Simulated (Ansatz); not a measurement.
Geometry optimisation, RKS r2SCANh-D4/def2-SVP (Ansatz 0.2.0).

The input (input.yaml):

```yaml
crystal:
  periodic: [false, false, false]
  atoms:
    - { symbol: Sn, position_ang: [0.0, 0.0, 0.0] }
    - { symbol: H, position_ang: [0.923, 0.0, 1.7063] }
    - { symbol: Cl, position_ang: [2.5085, 0.0, 0.7209] }
    - { symbol: H, position_ang: [-0.8195, 1.4198, -0.5794] }
    - { symbol: H, position_ang: [-0.8195, -1.4198, -0.5794] }
basis:
  gaussian: { orbitals: def2-SVP }
hamiltonian:
  xc: r2scanh
  dispersion: d4
relax:
  f_tol: 0.15
  max_steps: 25
  restrain:
    - { distance: [1, 2], at: 2.57, k: 30.0 }
    - { distance: [0, 1], at: 1.74, k: 30.0 }
    - { distance: [0, 2], at: 2.41, k: 30.0 }
```

Run as:

```bash
$ ansatz run input.yaml --threads 1 --pin off --max-ram 2048MiB --backend cpu --events-out ev --progress --plain --runs-dir out
```

Q: Where does it end, and by what steps?

A: It converged. The restraints hold the end off the free minimum. After 4 steps the energy has fallen by 2.239 eV (the restraints' own energy left out); H2 moved furthest, 0.54 Å.

```tsv
step	energy less start (eV)	largest force component (eV/Å)	accepted
0	0.0000	3.269	yes
1	-0.9045	2.071	yes
2	-1.5950	1.472	yes
3	-2.1561	1.221	yes
4	-2.2387	1.192	yes
```

```xyz
5
Properties=species:S:1:pos:R:3
Sn 0.055 0.000 0.203
H 0.413 0.000 1.879
Cl 2.440 0.000 0.228
H -0.558 1.418 -0.520
H -0.558 -1.418 -0.520
```

Time of the run: 20 s on 1 thread of Arm Neoverse V2, with other jobs on the host, peak memory 0.13 GiB.
